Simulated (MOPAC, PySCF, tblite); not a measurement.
Bond stretch in C₂, singlet.

Levels: PM6, restricted, heats of formation (MOPAC); RMP2/3-21G = restricted MP2 (frozen core)/3-21G (PySCF 2.14.0); GFN2-xTB, 300 K electronic temperature (tblite); RKS-CAM-B3LYP = restricted CAM-B3LYP/6-31G in PySCF 2.14.0; RCCSD = CCSD on RHF/6-31G, 2 core orbitals frozen (PySCF).

Energies are in kJ/mol, each relative to the lowest point of its own curve near equilibrium.

```csv
R / Å,PM6,RMP2/3-21G,GFN2-xTB,RKS-CAM-B3LYP,RCCSD
0.92,591.2,989.5,602.5,932.8,957.9
1.01,184.3,444.4,191.4,411.3,426.6
1.05,88.6,291.1,94.3,265.8,277.8
1.13,4.0,99.2,6.1,86.0,92.5
1.16,0.0,57.5,0.0,47.9,52.6
1.21,17.6,15.4,13.2,10.8,13.0
1.25,39.9,1.4,39.9,0.0,0.5
1.28,?,0.0,67.0,0.6,0.0
1.33,?,11.0,122.1,14.6,12.3
1.36,132.4,23.9,159.4,29.0,25.9
1.44,252.4,73.3,268.1,82.6,77.5
1.53,391.7,142.3,396.0,157.8,150.1
1.70,422.4,271.6,572.5,308.7,290.5
1.88,577.0,376.3,687.9,452.7,406.1
2.07,730.1,441.2,802.7,?,471.3
2.24,850.7,461.3,893.4,669.9,488.1
2.52,1012.1,426.0,1012.7,787.9,485.0
2.73,1104.8,352.8,1077.7,855.6,?
3.02,1200.5,?,1138.1,927.1,474.6
3.33,1272.3,-3.7,1172.3,982.6,—
3.70,1331.2,-283.7,1188.9,1028.8,—
4.34,1396.1,-805.1,1195.0,1078.3,—
5.03,?,-1382.9,1195.5,1109.8,—
```

Complete the blanks.


- 1.28, PM6: 53.5
- 1.33, PM6: 90.9
- 2.07, RKS-CAM-B3LYP: 578.2
- 2.73, RCCSD: 479.6
- 3.02, RMP2/3-21G: 201.8
- 5.03, PM6: 1441.0

A dash means that the run gave no value there, or that the column was ended at a point which the program doubted or which failed a test of continuity chosen for this set; such a test can also cut sound points.

The restricted form behind PM6, RMP2/3-21G, RKS-CAM-B3LYP keeps the bonding electrons paired and can't separate into open-shell fragments. The T1 diagnostic of CCSD on the restricted reference of RCCSD exceeds 0.045 at 1.36 to 2.07, 2.52 to 3.02, 4.34 to 5.03 Å.
